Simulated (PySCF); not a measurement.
Sn(CN)4, C4N4Sn.
Cartesian coordinates in Å at the PBE0-D3(BJ)/def2-SVP level; atoms count from 1:
```xyz
9
C4N4Sn angstrom
Sn     0.0062   -0.0062   -0.0003
C      0.0063   -0.0134    2.0839
N      0.0137   -0.0177    3.2427
C      1.9735   -0.0119   -0.6857
N      3.0686   -0.0117   -1.0637
C     -0.9594    1.7008   -0.7045
N     -1.4902    2.6509   -1.1024
C     -0.9727   -1.7066   -0.7018
N     -1.5132   -2.6537   -1.0939
```

Method used: PBE0-D3(BJ)/def2-SVP geometry optimisation, gas phase, def2 core potentials past Kr in PySCF.

Which atoms are bound to Sn1, and at what distances?

4 atoms: C4 2.083 Å, C8 2.084 Å, C6 2.084 Å, C2 2.084 Å. The nearest atom not counted as bound is N5, at 3.24 Å (others tie with it).

List the angles at Sn1.

```
    angle  degrees  distance of the outer atoms (Å)
C2–Sn1–C6    109.9                             3.41
C6–Sn1–C8    109.7                             3.41
C2–Sn1–C8    109.5                             3.40
C4–Sn1–C8    109.3                             3.40
C2–Sn1–C4    109.2                             3.40
C4–Sn1–C6    109.2                             3.40
```

What is the shape at Sn1?

Tetrahedral: angles from 109.2° to 109.9°; τ4 = (360° − α − β)/141° = 1.00 with α and β the two widest (0 for a square, 1 for a tetrahedron).

What are the other bond lengths?

C2–N3 and 3 like bonds 1.159 Å.

Give some angles away from the centre.

Sn1–C2–N3 179.6°.

Charge 0, singlet. No frequency check.
